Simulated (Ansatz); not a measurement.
Geometry optimisation, RKS PBE0/def2-SVP in Ansatz 0.2.0.

Input file:

```yaml
crystal:
  periodic: [false, false, false]
  atoms:
    - { symbol: F, position_ang: [-1.35613, -1.55686, 1.7438] }
    - { symbol: Al, position_ang: [-1.33894, 0.06867, 1.43283] }
    - { symbol: B, position_ang: [-0.11229, 0.89197, -0.02043] }
    - { symbol: Si, position_ang: [1.05117, -0.2821, -1.09421] }
    - { symbol: H, position_ang: [-2.34598, 0.78081, 2.3776] }
    - { symbol: H, position_ang: [-0.0791, 2.05049, -0.22683] }
    - { symbol: H, position_ang: [1.00116, -1.72143, -0.7801] }
    - { symbol: H, position_ang: [2.47727, 0.07531, -0.96927] }
    - { symbol: H, position_ang: [0.73989, -0.20517, -2.53441] }
basis:
  gaussian: { orbitals: def2-SVP }
hamiltonian:
  xc: pbe0
relax:
  f_tol: 0.015
  max_steps: 40
output:
  orbitals: {}
```

Launched with:

```bash
$ ansatz run input.yaml --threads 1 --pin off --max-ram 2048MiB --backend cpu --events-out ev --progress --plain --runs-dir out
```

Task: Where does it end, and by what steps?

Result: It converged. After 24 steps the energy has fallen by 0.261 eV; H5 moved furthest, 1.53 Å.

```
step  energy less start (eV)  largest force component (eV/Å)  accepted
   0                  0.0000                           0.809       yes
   1                 -0.1302                           0.274       yes
   2                 -0.1401                           0.096       yes
   3                 -0.1419                           0.037       yes
   4                 -0.1438                           0.090       yes
   5                 -0.1445                           0.096       yes
   6                 -0.1447                           0.066       yes
   7                 -0.1457                           0.097       yes
   8                 -0.1481                           0.263       yes
   9                 -0.1532                           0.254       yes
  10                 -0.1675                           0.288       yes
  11                 -0.1358                           0.488        no
  12                 -0.1812                           0.132       yes
  13                 -0.1903                           0.160       yes
  14                 -0.2043                           0.185       yes
  15                 -0.2159                           0.384       yes
  16                 -0.2359                           0.163       yes
  17                 -0.2482                           0.241       yes
  18                 -0.2502                           0.331       yes
  19                 -0.2501                           0.325        no
  20                 -0.2594                           0.039       yes
  21                 -0.2596                           0.082       yes
  22                 -0.2603                           0.047       yes
  23                 -0.2604                           0.019       yes
  24                 -0.2605                           0.004       yes
```

```xyz
9
Properties=species:S:1:pos:R:3
F -1.068 -0.773 2.889
Al -1.427 0.025 1.462
B 0.198 0.711 0.293
Si 1.037 -0.290 -1.237
H -2.974 0.159 1.130
H 0.639 1.827 0.471
H 0.843 -1.774 -1.201
H 2.493 -0.007 -1.436
H 0.296 0.226 -2.442
```

Whether the end is a true minimum wasn't checked by a vibrational analysis.

Run time: 68 s on 1 thread of Intel(R) Xeon(R) 6975P-C (Granite Rapids), on a shared host, peak memory 0.19 GiB.
